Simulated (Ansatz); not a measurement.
`[BH2][GaH][O]C` + `CN([SiH3])[SiH3]` → `BN([SiH3])[SiH3]` + `C[O][GaH][CH3]` at 298.15 K and 1 bar (redistribution).

Isolated molecules relaxed with PBE0-D4/def2-TZVP in Ansatz; ΔE leaves out vibrations. CBS: MP2 limit from def2 TZ/QZ plus the TZ coupled-cluster correction, frozen cores. For Ga outer-core shells are correlated without core-valence functions, which leaves a few kJ/mol of doubt a bond. Scalar relativity is left out up to krypton. One conformer a species, not always the lowest.

```
           species  CCSD(T)/CBS energy (Eh)  H − E (kJ/mol)  S (J/(mol·K))
  `[BH2][GaH][O]C`              -2065.53474           199.7          347.8
`CN([SiH3])[SiH3]`               -676.35037           270.4          355.3
`BN([SiH3])[SiH3]`               -662.52490           227.7          348.6
  `C[O][GaH][CH3]`              -2079.44369           242.4          355.4
```

H − E and S are ideal-gas, rigid-rotor, harmonic terms from PBE0-D4/def2-TZVP, for one conformer and one mirror image of each species. 1 Eh = 2625.50 kJ/mol, R = 8.31446 J/(mol·K).

Question: By hand: ΔE, ΔH, ΔS and ΔG.

Answer: ΔE = (-662.52490) + (-2079.44369) − (-2065.53474) − (-676.35037) = -0.08348 Eh = -219.2 kJ/mol. Δ(H − E) = 227.7 + 242.4 − 199.7 − 270.4 = 0.0, so ΔH = -219.2 kJ/mol. ΔS = 348.6 + 355.4 − 347.8 − 355.3 = 0.9 J/(mol·K). ΔG = -219.2 − 298.15 × (0.9)/1000 = -219.5 kJ/mol.

Question: By hand: the equilibrium constant, and the temperature at which ΔG would vanish if ΔH and ΔS stayed fixed.

Answer: log₁₀ K = −ΔG/(RT ln 10) = 38.5. ΔH and −TΔS have one sign here, so there is no such temperature. One of them is within its doubt of zero, so this could turn.

The number of gas molecules stays the same, so ΔS is small and ΔH decides. A doubt of 5 kJ/mol in ΔE shifts log₁₀ K by 0.9 here. Other conformers and mirror images would add mixing entropy, several J/(mol·K) or more a flexible species. Modes under 60 cm⁻¹, often nearly free rotors, make the harmonic entropy too high. These are equilibria of isolated gas molecules and say nothing of rates. Largest T1 diagnostic: 0.015 (customary marks: 0.02 for closed shells, 0.045 for open ones).
